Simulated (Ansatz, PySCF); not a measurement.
Process, species as SMILES: CCN[SiH2]OC + 5 [H][H] (H2) -> 3 C (CH4) + N (NH3) + O (H2O) + [SiH4] (SiH4)
Geometries: B3LYP-D3(BJ)/def2-TZVP minima from Ansatz (an electronic-structure program), one conformer each, not searched for the lowest. Frequencies are from Ansatz or PySCF.

Wanted: energy of full hydrogenation (enthalpy at 298 K, with B3LYP-D3(BJ) rigid-rotor harmonic-oscillator terms), in eV. Valence correlation only, unless marked. No spin-orbit coupling. Non-relativistic. CBS marks a two-point X^-3 extrapolation of the correlation energy; Hartree-Fock from the larger set.

Level to compare with: CCSD(T)/CBS(cc-pV(T+d)Z,cc-pV(Q+d)Z) (Ansatz), -1.16 eV. It is a level with limits of its own, and the differences hold the functionals' basis error too.

**Question.** Rank these functionals by how close they come to CCSD(T)/CBS(cc-pV(T+d)Z,cc-pV(Q+d)Z), closest first: r2SCAN0/def2-TZVPD (Ansatz); wB97X-V/def2-TZVPD (Ansatz); wB97X/def2-TZVPD (Ansatz).

**Answer.** wB97X-V/def2-TZVPD (range-separated hybrid with VV10, -1.16 eV, difference 0.00), r2SCAN0/def2-TZVPD (hybrid meta-GGA, -1.30 eV, difference -0.14), wB97X/def2-TZVPD (range-separated hybrid, -1.41 eV, difference -0.25)
